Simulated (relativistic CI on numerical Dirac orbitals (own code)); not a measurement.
**How well does a small relativistic CI reproduce Co⁷⁺?**

Calculated at this level of theory: Dirac-Coulomb-Breit CI, KLI orbitals optimised for each configuration, model QED (radiative potential, 1s self-energy scaled to tabulated hydrogen-like ionisation energies), unscaled Slater integrals (own radial code, finite nucleus).

Configurations in the expansion (outside the closed core [Ne]): 3s2.3p6.3d2, 3s2.3p5.3d3, 3s2.3p6.3d.4s, 3s.3p6.3d3, 3s2.3p6.3d.4p, 3s2.3p6.4s2, 3s2.3p6.3d.4d, 3s2.3p6.4s.4p, 3s2.3p6.3d.4f, 3s2.3p6.4p2, 3s2.3p6.3d.5s, 3s2.3p6.4s.4d, 3s2.3p6.3d.5p, 3s2.3p6.4p.4d, 3s2.3p6.3d.5d, 3s2.3p5.3d2.4s, 3s2.3p6.3d.5f, 3s2.3p6.3d.6s, 3s2.3p6.3d.5g, 3s2.3p6.3d.6p, 3s2.3p6.4d2, 3s2.3p5.3d2.4p, 3s2.3p6.3d.6d, 3s2.3p5.3d2.4d, 3s.3p6.3d2.4s, 3p6.3d4, 3p5.3d5, 3s.3p6.3d.4s2, 3s.3p6.4s2.4p, 3s.3p6.4s2.4d, 3s.3p6.4s2.4f. Double excitations out of closed p, d and f shells are left out; levels of such configurations are missing from the list, as are those of other unlisted configurations, and high levels can miss mixing partners. These lack a partner that the ground configuration has and come out too high: 3s2.3p5.3d2.4s, 3s2.3p5.3d2.4p, 3s2.3p5.3d2.4d.

| Configuration | Term (tabulated) | J | Measured (cm⁻¹) | Computed | Error | Purity (%) |
| --- | --- | --- | --- | --- | --- | --- |
| 3s2.3p6.3d2 | 3F | 2 | 0.0 | 0 | 0 | 99 |
| 3s2.3p6.3d2 | 3F | 3 | 1430.0 | 1378 | -52 | 100 |
| 3s2.3p6.3d2 | 3F | 4 | 3144.0 | 3053 | -91 | 100 |
| 3s2.3p6.3d2 | 1D | 2 | 19624.0 | 21953 | 2329 | 90 |
| 3s2.3p6.3d2 | 3P | 0 | 22304.0 | 24623 | 2319 | 99 |
| 3s2.3p6.3d2 | 3P | 1 | 22839.0 | 25134 | 2295 | 100 |
| 3s2.3p6.3d2 | 3P | 2 | 24055.0 | 26308 | 2253 | 90 |
| 3s2.3p6.3d2 | 1G | 4 | 32360.0 | 35250 | 2890 | 100 |
| 3s2.3p6.3d2 | 1S | 0 | 74247.0 | 84569 | 10322 | 100 |
| 3s2.3p6.3d.4p | 1D° | 2 | 542430.0 | 539999 | -2431 | 55 |
| 3s2.3p6.3d.4p | 3D° | 1 | 542701.0 | 540879 | -1822 | 94 |
| 3s2.3p6.3d.4p | 3D° | 2 | 544314.0 | 542438 | -1876 | 78 |
| 3s2.3p6.3d.4p | 3D° | 3 | 545834.0 | 543940 | -1894 | 89 |
| 3s2.3p6.3d.4p | 3F° | 2 | 547400.0 | 546093 | -1307 | 80 |
| 3s2.3p6.3d.4p | 3F° | 3 | 548799.0 | 547536 | -1263 | 91 |
| 3s2.3p6.3d.4p | 3F° | 4 | 551524.0 | 550500 | -1024 | 76 |
| 3s2.3p6.3d.4p | 3P° | 1 | 554082.0 | 553861 | -221 | 93 |
| 3s2.3p6.3d.4p | 3P° | 0 | 554287.0 | 554047 | -240 | 97 |
| 3s2.3p6.3d.4p | 3P° | 2 | 554998.0 | 554699 | -299 | 94 |
| 3s2.3p6.3d.4p | 1F° | 3 | 557736.0 | 557875 | 139 | 97 |
| 3s2.3p6.3d.4p | 1P° | 1 | 563271.0 | 563368 | 97 | 94 |
| 3s2.3p5.3d3 | 3P° † | 0 | 612076.0 | 469696 | -142380 | 97 |
| 3s2.3p5.3d3 | 3P° † | 1 | 613869.0 | 466863 | -147006 | 58 |
| 3s2.3p6.3d.4f | 1G° | 4 | 811205.0 | 811743 | 538 | 84 |
| 3s2.3p6.3d.4f | 3F° | 2 | 812862.0 | 813060 | 198 | 94 |
| 3s2.3p6.3d.4f | 3F° | 3 | 813298.0 | 813502 | 204 | 95 |
| 3s2.3p6.3d.4f | 3F° | 4 | 814130.0 | 814318 | 188 | 88 |
| 3s2.3p6.3d.4f | 3G° | 3 | 817839.0 | 819345 | 1506 | 90 |
| 3s2.3p6.3d.4f | 1D° | 2 | 818633.0 | 818769 | 136 | 92 |
| 3s2.3p6.3d.4f | 3G° | 4 | 818958.0 | 820401 | 1443 | 96 |
| 3s2.3p6.3d.4f | 3G° | 5 | 819657.0 | 821161 | 1504 | 97 |
| 3s2.3p6.3d.4f | 3D° | 1 | 820599.0 | 822467 | 1868 | 87 |
| 3s2.3p6.3d.4f | 3D° | 2 | 820605.0 | 822478 | 1873 | 78 |
| 3s2.3p6.3d.4f | 3P° | 2 | 823064.0 | 824647 | 1583 | 77 |
| 3s2.3p6.3d.4f | 3P° | 1 | 823613.0 | 825123 | 1510 | 88 |
| 3s2.3p6.3d.4f | 3P° | 0 | 823928.0 | 825406 | 1478 | 97 |
| 3s2.3p6.3d.4f | 1H° | 5 | 827140.0 | 830532 | 3392 | 97 |
| 3s2.3p6.3d.4f | 1P° | 1 | 827508.0 | 831807 | 4299 | 92 |
| 3s2.3p6.3d.5f | 1G° | 4 | 977281.0 | 974884 | -2397 | 73 |
| 3s2.3p6.3d.5f | 3F° | 2 | 978005.0 | 975777 | -2228 | 90 |
| 3s2.3p6.3d.5f | 3F° | 3 | 978307.0 | 976222 | -2085 | 94 |
| 3s2.3p6.3d.5f | 3F° | 4 | 979360.0 | 977137 | -2223 | 85 |

Measured levels from Sugar and Corliss, J. Phys. Chem. Ref. Data 10, 1097 (1981); pairs were made by configuration, J and term (by order where the table uses no LS term), so strongly mixed levels may be paired wrongly.

Mean error by configuration (cm⁻¹): 3s2.3p6.3d2 2783; 3s2.3p6.3d.4p -1012; 3s2.3p6.3d.4f 1448; 3s2.3p6.3d.5f -2233. Over the excited levels the mean absolute error is 1688 cm⁻¹ (41 of the 59 excited levels that our extract of the source holds in range could be paired, and the others can miss by more), and the median relative error of those above 1,000 cm⁻¹ is 0.23 %. † marks terms whose computed intervals miss the measured ones by more than a factor of 2.5, or configurations far off the rest, from wrong mixing, a near crossing or a doubtful label or measurement; they are left out of the means.
